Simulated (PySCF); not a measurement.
C2H4N2OSi, SMILES N#C/N=C/O[SiH3]. Atoms are numbered in the order given.

```xyz
10

N     -0.3761    -3.3109     0.0000
C     -0.2407    -2.1555     0.0000
N     -0.1853    -0.8286     0.0000
C      0.9301    -0.2003     0.0000
O      0.9622     1.1053     0.0000
Si    -0.5175     2.0098     0.0000
H      1.9228    -0.6782     0.0000
H     -1.2783     1.7002    -1.2366
H     -1.2783     1.7002     1.2366
H     -0.0240     3.4093     0.0000
```

Coordinates come from a PBE0-D3(BJ)/def2-SVP optimisation. The structure was generated by enumeration; whether it is a known compound was not checked. One conformer was computed; it need not be the lowest.

All values below come from PBE0-D3(BJ)/def2-SVP in PySCF.

Frequencies are harmonic and unscaled.

| mode | ν (cm⁻¹) | IR (km/mol) | moving atoms (share of kinetic energy) |
|---|---|---|---|
| 1 | 101 | 7.6 | N 35 %, Si 35 %, C 13 %, H 10 % |
| 2 | 132 | 0.0 | N 70 %, H 24 % |
| 3 | 210 | 0.2 | H 76 %, N 18 % |
| 4 | 212 | 8.3 | N 58 %, C 17 %, Si 15 % |
| 5 | 287 | 23.1 | H 34 %, O 32 %, C 28 % |
| 6 | 564 | 4.6 | C 70 %, N 27 % |
| 7 | 571 | 3.7 | C 66 %, N 19 % |
| 8 | 603 | 5.2 | H 35 %, C 25 %, O 23 %, N 14 % |
| 9 | 702 | 53.2 | H 80 %, O 10 %, Si 9 % |
| 10 | 708 | 87.9 | O 46 %, Si 34 %, C 9 %, H 9 % |
| 11 | 751 | 67.6 | H 50 %, O 26 %, C 11 % |
| 12 | 931 | 69.7 | H 97 % |
| 13 | 937 | 304.5 | H 91 % |
| 14 | 951 | 69.4 | H 96 % |
| 15 | 1025 | 1.4 | H 61 %, C 33 % |
| 16 | 1126 | 51.9 | N 70 %, C 24 % |
| 17 | 1346 | 196.3 | H 64 %, O 25 %, C 10 % |
| 18 | 1411 | 151.1 | C 34 %, H 26 %, N 21 %, O 18 % |
| 19 | 1750 | 528.6 | C 54 %, N 41 % |
| 20 | 2280 | 31.6 | H 99 % |
| 21 | 2298 | 83.9 | H 95 % |
| 22 | 2298 | 101.9 | H 96 % |
| 23 | 2388 | 158.3 | C 64 %, N 36 % |
| 24 | 3150 | 11.9 | H 91 %, C 9 % |
